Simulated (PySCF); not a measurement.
Species: C3H7N3SSi.
SMILES with atom numbers: `[CH3:1][S:2][c:3]1[cH:4][n:5][n:6][n:7]1[SiH3:8]`

NICS = −σ at a ghost point: NICS(0) at the centroid of the ring atoms, NICS(1) 1 Å to either side along the normal of their mean plane, zz for the tensor component along that normal. Level: GIAO PBE0/pcSseg-1 (PySCF, non-relativistic, gas phase) on the GFN2-xTB geometry, one conformer.

Ring bond lengths (Å), with Mayer bond orders in brackets: C3–C4 1.381 (1.38), C4–N5 1.346 (1.34), N5–N6 1.271 (1.53), N6–N7 1.348 (1.12), N7–C3 1.359 (1.06).

Q: What do the NICS probes read (ppm)?

A: 
```json
{"ring": "C3–C4–N5–N6–N7", "type": "5-membered ring with 3 N; formal bonds all aromatic", "NICS(0)": "-11.9", "NICS(1), two faces": "-12.7 / -12.7", "NICS(1)zz, two faces": "-31.5 / -31.5", "rms pucker (Å)": "0.00", "centre to ring atoms, mean (Å)": "1.14"}
```

Q: What can be read from them?

A: 
- C3–C4–N5–N6–N7: mean NICS(1)zz -31.5 ppm, shielded. The ring is flat and has no four-coordinate atom; by the NICS criterion it is aromatic.

Q: And the bond-length index? Use HOMA with the parameters of Krygowski (1993).

A: 
- C3–C4–N5–N6–N7: HOMA 0.91; the largest term is that of N6–N7, α(R − Ropt)² = 0.20. The geometric and the magnetic index point the same way.

Q: What are the shieldings of the ring atoms and their hydrogens in the same run (means over atoms taken as equivalent)?

A: 
```
  atoms                          environment  σ isotropic (ppm)
     C3          substituted aromatic carbon               38.6
     C4  aromatic CH next to a ring nitrogen               55.1
     N5               pyridine-type nitrogen             -130.8
     N6               pyridine-type nitrogen             -147.3
     N7                pyrrole-type nitrogen               19.7
H on C4                    aromatic hydrogen              24.32
```

The values belong to the conformer `[CH3:1][S:2][c:3]1[cH:4][n:5][n:6][n:7]1[SiH3:8]`: C1–S2–C3–C4 0°.
